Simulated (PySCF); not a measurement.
[RuS2]+, broken-symmetry Ms = 1/2: computed properties

All numbers come from UPBE0 in PySCF with Ru def2-SVP with ECP28, S def2-SVP; scalar-relativistic core potentials, no spin–orbit coupling; density-fitted integrals.

The structure is a minimum.

Coordinates in bohr (charge 1 multiplicity 2):
```
Ru    0.0000    0.0000   -1.5135
S     1.8504    0.0000    2.4120
S    -1.8504    0.0000    2.4120
```

```json
{
  "Point group": "C2v",
  "Bond lengths": "Ru–S 2.296 Å (×2), S–S 1.958 Å",
  "Bond angles": "Ru–S–S 64.8° (×2), S–Ru–S 50.5°",
  "Dipole moment about the centre of mass": "1.35 D",
  "Enthalpy at 298.15 K above 0 K": "12.58 kJ/mol",
  "Principal quadrupole moments (Buckingham, traceless) about the centre of mass": "-6.79, -1.14, 7.94 D Å",
  "Principal polarisabilities": "31.8, 56.2, 58.3 bohr³",
  "Rotational constants": "0.2749, 0.09943, 0.07302 cm⁻¹",
  "Lowest empty level (α)": "-9.61 eV",
  "Zero-point energy": "7.3 kJ/mol",
  "Highest occupied level (β)": "-12.59 eV",
  "Spin squared ⟨S²⟩": "1.555",
  "Entropy at 298.15 K and 1 bar (electronic part: spin only)": "296.4 J/(mol K)",
  "Heat capacity Cp at 298.15 K": "51.3 J/(mol K)",
  "Rotational symmetry number": "2"
}
```

Harmonic modes (masses in u: Ru 101.904, S 31.972):
```tsv
symmetry	ω (cm⁻¹)	IR (km/mol)	μ (u)
b2	252	0.2	34.39
a1	316	0.4	43.31
a1	659	3.5	32.06
```

In C2v the vibrations span b2 + 2a1. Here b1 is antisymmetric to the molecular plane and b2 lies in it.

Charges (e):
```csv
atom,Mulliken,Löwdin,polar tensor,spin (Mulliken),Mayer order to Ru1
Ru1,0.53,0.03,0.76,2.08,–
"S2,3",0.23,0.48,0.12,-0.54,1.04
```
Other Mayer orders above 0.3: S–S 1.50.

Mulliken populations on Ru1 (electrons outside its core potential): s 2.30, p 6.16, d 7.00, f 0.00.

The determinant is spin-contaminated (⟨S²⟩ = 1.56, pure value 0.75). Only a few start shapes were tried, so a lower isomer may exist. With open d or f shells other occupations or spin states may lie lower.

The final relaxation and frequency run took of the order of 2.8 core-minutes on a shared host.
